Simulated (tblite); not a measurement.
C5H16N2Si2.
Atom-mapped SMILES: `[CH3:1][CH2:2][C:3]([CH3:4])([CH3:5])[SiH:6]1[NH:7][SiH2:8][NH:9]1` (hydrogens: H10, H11, H12 on C1; H13, H14 on C2; H15, H16, H17 on C4; H18, H19, H20 on C5; H21 on Si6; H22 on N7; H23, H24 on Si8; H25 on N9)

The geometry is computed with GFN2-xTB (gas phase).

Problem. List the bond lengths, angles and torsions at this level.

Solution. 
| bond | length (pm) |
| --- | --- |
| C1–C2 | 152.2 |
| C2–C3 | 153.2 |
| C3–C4, C3–C5 | 152.9 |
| C3–Si6 | 190.2 |
| Si6–N7, Si6–N9 | 174.2 |
| N7–Si8, Si8–N9 | 173.7 |
| C1–H10, C1–H11, C1–H12 | 108.7 |
| C2–H13, C2–H14 | 109.4 |
| C4–H15 and 5 like bonds | 108.9 |
| Si6–H21 | 147.0 |
| N7–H22, N9–H25 | 100.2 |
| Si8–H23 | 145.9 |
| Si8–H24 | 146.0 |

Bonds in one row agree within 1 pm and their mean is given. A selection of angles:
| angle | degrees |
| --- | --- |
| C2–C1–H10 | 111.1 |
| C2–C1–H12 | 110.1 |
| H10–C1–H11 | 108.5 |
| C1–C2–C3 | 114.7 |
| C1–C2–H13 | 108.5 |
| C1–C2–H14 | 108.9 |
| C3–C2–H13 | 108.3 |
| C3–C2–H14 | 108.9 |
| H13–C2–H14 | 107.3 |
| C2–C3–C4 | 110.9 |
| C2–C3–C5 | 107.7 |
| C2–C3–Si6 | 111.0 |
| C4–C3–C5 | 108.3 |
| C4–C3–Si6 | 110.7 |
| C5–C3–Si6 | 108.1 |
| C3–C4–H15 | 110.0 |
| C3–C4–H16 | 110.6 |
| H15–C4–H16 | 108.5 |
| H15–C4–H17 | 107.7 |
| C3–Si6–N7 | 118.6 |
| C3–Si6–N9 | 114.4 |
| C3–Si6–H21 | 111.9 |
| N7–Si6–N9 | 83.0 |
| N7–Si6–H21 | 112.9 |
| Si6–N7–Si8 | 96.7 |
| Si6–N7–H22 | 132.0 |
| Si8–N7–H22 | 131.2 |
| N7–Si8–N9 | 83.3 |
| N7–Si8–H23 | 114.3 |
| N7–Si8–H24 | 113.4 |
| N9–Si8–H24 | 114.6 |
| H23–Si8–H24 | 114.2 |
| H25–N9–Si8 | 130.7 |
| H25–N9–Si6 | 130.9 |

Dihedral angles: C1–C2–C3–C4 67° (synclinal); C2–C3–Si6–N7 86° (synclinal); C3–Si6–N7–Si8 118° (anticlinal); Si6–N7–Si8–N9 -4° (synperiplanar); N7–Si8–N9–Si6 4° (synperiplanar); C3–Si6–N9–Si8 -123° (anticlinal). The mirror-image conformer, all signs reversed, is as good.

Si6 (SiH silicon) has angles from 83.0° to 118.6°. Of the pairs four or more bonds apart, Si6···H11 is among the closest relative to their van der Waals radii: 2.79 Å, 85 % of the sum of Bondi's values. Si8 (SiH2 silicon) has angles from 83.3° to 114.6°. The 4-membered ring Si6–N7–Si8–N9 has internal angles of 83.0° to 96.7°; it is slightly puckered (a soft mode that the optimisation may not have finished), 0.03 Å rms from its mean plane, widest ring torsion 4°. N7 (nitrogen bridging silicon atoms) is planar (angles 132.0°, 131.2° and 96.7°, sum 359.9°, 0.02 Å off the plane of its three neighbours).

Point group: C1 (no symmetry element, even within 0.4 Å). Its GFN2-xTB frequencies are all real (lowest 45 cm⁻¹). The numbers are those of one conformer. 3 starts were optimised and ended at 0.00, 0.49 and 1.50 kcal/mol (GFN2-xTB); the lowest of these is shown.

Hardware: one thread, Arm Neoverse V1 (aarch64), shared host with 32 logical CPUs at a one-minute load of 17. Cost: 1.8 s. This is the geometry optimisation.
